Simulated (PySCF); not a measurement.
## A single-point calculation

PrOCl (singlet in the valence; each metal's 4f electrons, 2 of them, lie in its core potential, out of spins and levels). PySCF 2.14.0, RKS PBE0, Pr lcecp-1-SVP with ECP48, O def2-SVP, Cl def2-SVP; non-relativistic Hamiltonian with scalar-relativistic core potentials where named; density fitting; no spin-orbit coupling. The geometry is an unrelaxed template.

```python
mol = gto.M(atom='''
Pr     0.00000     0.00000     0.00000
O      1.71230     0.00000     0.76630
Cl    -2.45750     0.00000     1.09980''',
    basis={'Pr': 'lcecp-1-SVP', 'O': 'def2-SVP', 'Cl': 'def2-SVP'},
    ecp={'Pr': 'lcecp-1-SVP'},
    charge=0, spin=0)
mf = dft.RKS(mol, xc='PBE0')
mf.grids.atom_grid = (50, 194)  # f atoms: unpruned, at least (60, 302)
mf = mf.density_fit()  # fitting sets: Pr AutoAux, O def2-universal-JKFIT, Cl def2-universal-JKFIT
mf.conv_tol = 1e-08; mf.max_cycle = 55
mf.kernel(dm0)  # dm0: free metal ions and neutral atoms
```

Run from Python with OMP_NUM_THREADS=2; the lines above give its settings. Where DIIS fails, smearing, a level shift and second-order steps follow.
It took 1.7 s on 2 threads of Arm Neoverse V2, on a shared host, peak memory 0.32 GiB.

Where do the frontier levels lie, over both spins?

HOMO -6.95 eV, LUMO -2.21 eV. The 4f levels lie in the core potential and are missing.

What are the Mulliken charges and spins?


| atom | charge (e) | spin (e) |
| --- | --- | --- |
| Pr1 | 0.882 | 0.000 |
| O2 | -0.435 | 0.000 |
| Cl3 | -0.447 | 0.000 |
The spin of the 4f electrons in the core isn't counted.

An lcecp potential fixes the number of 4f electrons, so in runs with it no electron can move into or out of that shell.
